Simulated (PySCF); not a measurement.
# Correlation energy of Cd(2+) (cadmium, charge +2)

Starting occupation: [Kr] 4d10. All numbers are calculated (PySCF 2.14, X2C-1e with screened-nucleus spin-orbit coupling, Gaussian nucleus, in x2c-SVPall-2c). Frozen: [Ar] 3d10; 18 electrons correlated; the 6 highest virtual spinors left out.

MP2 pair energies summed by pair of shells (mhartree):

```
       pair   energy  share (%)
4d3/2-4d5/2  -131.44       30.1
4d5/2-4d5/2   -95.13       21.8
4d3/2-4d3/2   -41.92        9.6
4d5/2-4p3/2   -41.44        9.5
4d3/2-4p3/2   -28.39        6.5
4d5/2-4p1/2   -21.01        4.8
4p3/2-4p3/2   -16.43        3.8
4p1/2-4p3/2   -15.56        3.6
4d3/2-4p1/2   -13.52        3.1
4d5/2-4s1/2    -9.04        2.1
4p3/2-4s1/2    -6.34        1.5
4d3/2-4s1/2    -6.03        1.4
4p1/2-4p1/2    -4.26        1.0
4p1/2-4s1/2    -3.18        0.7
4s1/2-4s1/2    -2.35        0.5
```

Total MP2 correlation energy: -436.05 mhartree.

This basis was not built for core-valence correlation, so the inner-shell part is incomplete.
